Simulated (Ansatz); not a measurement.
`CCC(C)(CC(C)(CC(C)(C)C(=O)OCc1ccccc1)C(=O)OC(C)(C)C)C(=O)OCC1CO1` with charge +1, relaxed as a doublet with UKS PBE-D4/def2-SVP in Ansatz, starting from the PBE-D4/def2-SVP geometry of the neutral singlet. Force threshold 0.03 eV/Å.

Single mean-field runs in def2-SVP are fitted with def2-universal-jkfit. The gap within one spin of the relaxed charge 1 doublet nearly closes, so an electron or hole may be smeared out by delocalisation error. The relaxation made no stability test and no search for a lower SCF solution.

Start:

```xyz
77

C    -1.303    2.689   -4.595
C    -1.391    1.838   -3.326
C    -0.022    1.473   -2.679
C     0.833    0.608   -3.618
C    -0.199    0.860   -1.245
C    -0.606   -0.614   -1.017
C    -1.777   -1.079   -1.912
C    -1.128   -0.818    0.451
C    -0.343   -0.369    1.725
C     1.092   -0.910    1.786
C    -0.346    1.160    1.963
C    -1.126   -1.004    2.892
O    -0.696   -1.856    3.649
O    -2.382   -0.496    2.975
C    -3.208   -0.979    4.067
C    -2.990   -0.169    5.321
C    -2.003   -0.542    6.256
C    -1.783    0.236    7.402
C    -2.544    1.395    7.626
C    -3.527    1.775    6.698
C    -3.747    0.996    5.552
C     0.613   -1.538   -1.240
O     1.773   -1.164   -1.302
O     0.220   -2.826   -1.329
C     1.183   -3.927   -1.537
C     2.134   -4.023   -0.341
C     0.274   -5.156   -1.613
C     1.931   -3.719   -2.859
C     0.659    2.817   -2.364
O     0.137    3.719   -1.734
O     1.931    2.891   -2.829
C     2.635    4.107   -2.524
C     4.032    3.962   -3.073
C     5.124    3.433   -2.238
O     5.006    4.834   -2.499
H    -2.318    2.913   -4.983
H    -0.749    2.178   -5.409
H    -0.807    3.663   -4.404
H    -1.938    0.903   -3.553
H    -1.988    2.382   -2.565
H     1.803    0.354   -3.157
H     0.311   -0.340   -3.857
H     1.031    1.133   -4.572
H     0.764    0.998   -0.715
H    -0.934    1.506   -0.725
H    -2.632   -0.382   -1.807
H    -1.495   -1.126   -2.981
H    -2.114   -2.089   -1.614
H    -2.126   -0.335    0.498
H    -1.314   -1.910    0.548
H     1.535   -0.703    2.780
H     1.727   -0.443    1.011
H     1.116   -2.007    1.644
H     0.007    1.385    2.991
H    -1.362    1.586    1.857
H     0.331    1.681    1.262
H    -4.245   -0.870    3.697
H    -2.980   -2.050    4.237
H    -1.399   -1.441    6.064
H    -1.011   -0.066    8.127
H    -2.371    2.004    8.527
H    -4.128    2.681    6.870
H    -4.521    1.294    4.826
H     2.793   -4.907   -0.462
H     2.766   -3.120   -0.259
H     1.563   -4.151    0.601
H    -0.439   -5.065   -2.456
H     0.880   -6.071   -1.763
H    -0.307   -5.270   -0.676
H     2.592   -2.836   -2.810
H     1.212   -3.584   -3.692
H     2.546   -4.615   -3.080
H     2.102    4.970   -2.977
H     2.659    4.278   -1.427
H     4.098    3.833   -4.173
H     4.904    3.114   -1.200
H     5.979    2.922   -2.719
```

Problem. Estimate the energy that the relaxation releases and the steps that it takes.

Solution. 3.2 kcal/mol, in 39 steps; 5.4 min on 2 threads of AMD EPYC 7R13 on a shared host and a share (18 GiB) of an NVIDIA H100 80GB HBM3. The force fell under the threshold at step 34, but the optimiser went on. No frequencies were taken in this run, so the end may be a saddle point.

Problem. Does the start keep its bonding?

Solution. By distances, no bond broke or formed. The bond that changes most is O24–C25, from 1.48 to 1.50 Å (atoms count from 1).

Problem. Predict the relaxed structure.

Solution. 
Cartesian coordinates in Å:
```
C -0.798 2.729 -4.594
C -1.000 1.809 -3.386
C 0.288 1.441 -2.578
C 1.210 0.531 -3.400
C -0.054 0.894 -1.150
C -0.546 -0.548 -0.915
C -1.633 -1.011 -1.906
C -1.219 -0.679 0.508
C -0.539 -0.190 1.821
C 0.855 -0.786 2.057
C -0.511 1.347 1.996
C -1.466 -0.706 2.947
O -1.114 -1.450 3.849
O -2.721 -0.226 2.853
C -3.643 -0.694 3.868
C -3.187 -0.375 5.265
C -3.213 -1.373 6.273
C -2.819 -1.070 7.578
C -2.388 0.233 7.893
C -2.357 1.234 6.895
C -2.758 0.935 5.593
C 0.642 -1.545 -0.969
O 1.816 -1.198 -0.976
O 0.219 -2.808 -0.994
C 1.161 -3.966 -1.109
C 2.072 -4.009 0.117
C 0.206 -5.159 -1.138
C 1.939 -3.843 -2.420
C 0.964 2.794 -2.280
O 0.584 3.569 -1.418
O 2.001 3.065 -3.098
C 2.629 4.354 -2.940
C 3.555 4.541 -4.118
C 4.965 4.111 -4.068
O 4.603 5.485 -3.892
H -1.755 2.857 -5.137
H -0.063 2.321 -5.317
H -0.459 3.742 -4.298
H -1.464 0.865 -3.731
H -1.723 2.281 -2.687
H 2.151 0.312 -2.867
H 0.707 -0.432 -3.617
H 1.463 0.994 -4.372
H 0.853 1.026 -0.530
H -0.813 1.587 -0.738
H -2.464 -0.279 -1.929
H -1.239 -1.116 -2.935
H -2.042 -1.994 -1.608
H -2.197 -0.163 0.425
H -1.446 -1.759 0.626
H 1.211 -0.544 3.077
H 1.581 -0.380 1.330
H 0.847 -1.889 1.963
H -0.242 1.610 3.040
H -1.491 1.805 1.764
H 0.252 1.805 1.341
H -4.586 -0.163 3.624
H -3.804 -1.784 3.742
H -3.535 -2.394 6.015
H -2.838 -1.847 8.356
H -2.077 0.475 8.921
H -2.025 2.252 7.150
H -2.742 1.713 4.814
H 2.707 -4.915 0.068
H 2.735 -3.124 0.161
H 1.477 -4.065 1.050
H -0.483 -5.093 -2.002
H 0.783 -6.100 -1.223
H -0.396 -5.204 -0.209
H 2.625 -2.976 -2.405
H 1.245 -3.743 -3.279
H 2.542 -4.760 -2.575
H 1.850 5.145 -2.898
H 3.198 4.388 -1.988
H 3.062 4.620 -5.107
H 5.362 3.610 -3.164
H 5.492 3.879 -5.012
```
Bond lengths: 25 × C–C 1.39 to 1.58 Å; 11 × C–O 1.22 to 1.50 Å; 42 × C–H 1.10 to 1.11 Å.
